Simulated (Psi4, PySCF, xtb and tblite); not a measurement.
Relaxed torsion scan: SMILES COC[SiH2]C#N. Scanned: dihedral O2–C3–Si4–C5; all other coordinates were relaxed at GFN2-xTB. Points at φ and −φ are mirror images. Heavy atoms are numbered in the order of the SMILES COC[SiH2]C#N, hydrogens after them in the order of the atoms that carry them; the mirror image has the same energies with the sign of each dihedral reversed.

Levels of theory: RHF/6-31G* = restricted Hartree-Fock/6-31G*, spherical d, density fitting // GFN2-xTB (PySCF); RKS-B3LYP/6-31G* = PySCF with restricted B3LYP/6-31G*, spherical d, density fitting // GFN2-xTB; GFN2-xTB (xtb and tblite); MP2/cc-pVTZ = Psi4 with DF-MP2 (frozen core)/cc-pVTZ // GFN2-xTB.

Energies relative to the lowest point of each profile, in kcal/mol:

```
φ / °  RHF/6-31G*  RKS-B3LYP/6-31G*  GFN2-xTB
-----  ----------  ----------------  --------
-150          1.0               0.8       0.6
-120          2.2               1.8       1.2
-90           1.4               1.1       0.9
-60           0.8               0.6       0.7
-30           2.3               1.9       1.6
0             3.6               3.0       2.4
30            2.3               1.9       1.6
60            0.8               0.6       0.7
90            1.4               1.1       0.9
120           2.2               1.8       1.2
150           1.0               0.8       0.6
180           0.0               0.0       0.0
```

**Question.** What does MP2/cc-pVTZ give at the same points?

**Answer.** -150: 1.0; -120: 2.1; -90: 1.2; -60: 0.3; -30: 1.7; 0: 3.0; 30: 1.7; 60: 0.3; 90: 1.2; 120: 2.1; 150: 1.0; 180: 0.0 (kcal/mol).
